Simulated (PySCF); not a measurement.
A PySCF script (with the pyscf-properties extension) for the NMR shieldings of SMILES CC1(C)[NH2+][BH2-]CO1, C$_{4}$H$_{12}$BNO, on a GFN2-xTB geometry:

```python
import basis_set_exchange as bse
import numpy as np
from pyscf import gto, dft
from pyscf.prop import nmr

atoms = """
C    -0.974060    1.270414   -0.436569
C    -0.556527   -0.059536    0.202580
C    -1.780802   -0.893966    0.580662
N     0.300386   -0.791455   -0.776226
B     1.815118   -0.179586   -0.566768
C     1.590134    0.439452    0.937754
O     0.235966    0.103194    1.326306
H    -0.095218    1.796413   -0.796618
H    -1.662149    1.103892   -1.262283
H    -1.464714    1.885287    0.312750
H    -1.465208   -1.819679    1.056719
H    -2.381502   -1.119136   -0.297575
H    -2.386891   -0.340242    1.291157
H     0.337094   -1.776429   -0.530631
H    -0.024502   -0.691902   -1.731412
H     2.577591   -1.090250   -0.617897
H     1.995553    0.640903   -1.410482
H     1.707682    1.527771    0.998263
H     2.222246    0.004102    1.712808
"""
names = dict.fromkeys(["C", "N", "B", "O", "H"], "pcSseg-1")
basis = {el: gto.basis.parse(bse.get_basis(n, elements=[el], fmt="nwchem")) for el, n in names.items()}
mol = gto.M(atom=atoms, basis=basis, charge=0, verbose=0)
mf = dft.RKS(mol, xc="PBE0")
mf.grids.level = 2
mf.grids.alignment = dft.numint.BLKSIZE   # the property module wants whole blocks of grid points
mf.conv_tol = 1e-9
mf.kernel()

calc = nmr.RKS(mf)   # GIAO
C = mf.mo_coeff
Co = C[:, mf.mo_occ > 0]
resp = mf.gen_response(singlet=True, hermi=2)
def vind(x):   # induced exchange potential for any number of trial vectors
    d = np.einsum("pi,xij,qj->xpq", C, 2 * x.reshape(-1, C.shape[1], Co.shape[1]), Co, optimize=True)
    return np.einsum("xpq,pi,qj->xij", resp(d - d.transpose(0, 2, 1)), C, Co, optimize=True).ravel()
mo1, _ = nmr.rhf.solve_mo1(calc, with_cphf=vind)
sigma = calc.kernel(mo1)
for i, s in enumerate(sigma):   # ppm
    print("%2d %-2s %9.2f" % (i, mol.atom_pure_symbol(i), np.trace(s) / 3))
```

Question: What does it print?

Answer: 
```
 0 C     162.91
 1 C      93.79
 2 C     155.36
 3 N     178.81
 4 B     121.58
 5 C     119.95
 6 O     248.26
 7 H      29.26
 8 H      31.03
 9 H      30.55
10 H      30.49
11 H      30.52
12 H      29.81
13 H      28.67
14 H      28.68
15 H      29.42
16 H      29.37
17 H      27.77
18 H      27.67
```

These numbers come from an equivalent density-fitted implementation of the same equations, which agrees with the script to about 0.01 ppm for H and up to a few tenths of a ppm for heavy atoms, so last digits may differ.

Size and cost of the density-fitted run: 179 basis functions, 52 s wall time on 1 thread of an Arm Neoverse N1, shared host; peak memory 0.82 GiB.
